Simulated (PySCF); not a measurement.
**Assignment exercise: C₄H₁₄N₂Si**

Bonds (- single, = double, # triple, : aromatic): C1-C2, C2-C3, C2-C4, C2-N5, N5-Si6, Si6-N7. C1 carries H8, H9, H10; C3 carries H11, H12, H13; C4 carries H14, H15, H16; N5 carries H17; Si6 carries H18, H19; N7 carries H20, H21.

- σ from GIAO-HF/pcSseg-1
- structure optimised with PBE0-D3(BJ)/def2-SVP
- code: PySCF 2.14
- no solvent model, equivalent nuclei averaged, a single conformation, non-relativistic

δ = σ(ref) − σ, references computed at the same level: ¹³C and ¹H against TMS.

Task: Assign these signals to the numbered atoms. ¹³C{¹H} NMR (computed): δ 40.8, 33.1.

Result: 
40.8 → C2, fully substituted sp3 carbon bonded to N: pulled downfield by the heteroatom
33.1 → C1/C3/C4, methyl carbon: a saturated carbon with 1 carbon neighbour and no heteroatom attached

Task: Assign these signals to the numbered atoms. ¹H NMR (500 MHz, computed): δ 4.38 (s, 2H), 1.10 (s, 9H), 0.36 (br s, 2H), -0.21 (br s, 1H).

Result: 
| δ (ppm) | atoms | environment | reason |
| --- | --- | --- | --- |
| 4.38 | H18/H19 | hydrogen on a silicon bonded to 2 N | – |
| 1.10 | H8/H9/H10/H11/H12/H13/H14/H15/H16 | hydrogen on a methyl carbon | – |
| 0.36 | H20/H21 | hydrogen on a nitrogen bonded to Si | labile proton, position sensitive to the medium |
| -0.21 | H17 | hydrogen on a nitrogen bonded to C, Si | exchangeable, gas-phase position |

OH/NH shifts are gas-phase values; hydrogen bonding in solution moves them, usually downfield. Shifts are as computed. Against solution values, carbons near 30 ppm lie about -0 ppm off and those near 130 ppm about +7 ppm. Of 1211 compounds with measured shifts, 218 miss one by over three times the rms of a fit or turn the order of signals round; such compounds aren't used in these exercises. No couplings were computed; multiplicities are counted from neighbouring protons, with m where these are inequivalent, close in shift, in a saturated or five-membered ring or joined by F or P, and br s for small geminal =CH2 splittings.
